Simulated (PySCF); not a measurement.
# Shieldings and the share of exact exchange

Molecule: `C#CC1C[SiH2]C1`, C₅H₈Si.

Atoms are numbered as in `[CH:1]#[C:2][CH:3]1[CH2:4][SiH2:5][CH2:6]1` (H(Xn): hydrogen on atom n). Ha(C4), Ha(Si5), Ha(C6) are cis to C2 on the ring; Hb(C4), Hb(Si5), Hb(C6) are trans to C2 on the ring.

GIAO shieldings (ppm, equivalent atoms averaged) in PySCF 2.14 on the PBE0-D3(BJ)/def2-SVP geometry, basis pcSseg-1, gas phase, non-relativistic:

```tsv
functional	exact exchange (%)	σ(C2)	σ(C3)	σ(Si5)
BLYP	0	83.9	144.1	362.1
BP86	0	87.7	149.7	370.0
PBE	0	87.7	150.1	372.0
B3LYP	20	87.2	150.6	374.2
mPW1PW91	25	91.4	156.5	384.3
BHandHLYP	50	92.1	158.6	392.4
HF	100	101.4	170.6	425.1
```

**Question.** Fit each shielding as a line in the percentage of exact exchange.

**Answer.** σ(C2) = 86.1 + 0.15 x (rms 1.6 ppm); σ(C3) = 148.0 + 0.23 x (rms 2.2 ppm); σ(Si5) = 367.2 + 0.56 x (rms 3.7 ppm). The functionals also differ in their semilocal parts, which the line can't hold; Hartree–Fock has no correlation at all.

**Question.** What does the line predict for PBE0 (25 %), and what does the run give?

**Answer.** σ(C2): 89.8 predicted, 91.8 computed; σ(C3): 153.8 predicted, 157.3 computed; σ(Si5): 381.2 predicted, 386.5 computed ppm.
